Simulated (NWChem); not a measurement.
# SiCl cation, singlet

```xyz
2

Si     0.0000     0.0000    -1.0800
Cl     0.0000     0.0000     0.8942
```
Atoms are numbered in this order, from 1.

Low-valent species are run as closed-shell singlets; no triplet was tried in these runs. All runs use the structure optimised with PBE0/def2-SVP.

 Unshifted, non-relativistic core excitations; the lowest 4 roots alone, so stronger bands may lie above.

Q: List the first Si K-edge excitations from PBE/6-311G** (spherical d), restricted-window TDA (NWChem).

A: 
```csv
state,energy (eV),dipole oscillator strength,leading excitation (squared amplitude)
S1,1779.2,0.0068,1s of atom 1 or its equivalents → LUMO (1.00)
S2,1779.2,0.0068,1s of atom 1 or its equivalents → LUMO+1 (1.00)
S3,1782.9,0.0037,1s of atom 1 or its equivalents → LUMO+2 (1.00)
S4,1787.6,0.0025,1s of atom 1 or its equivalents → LUMO+3 (0.99)
```
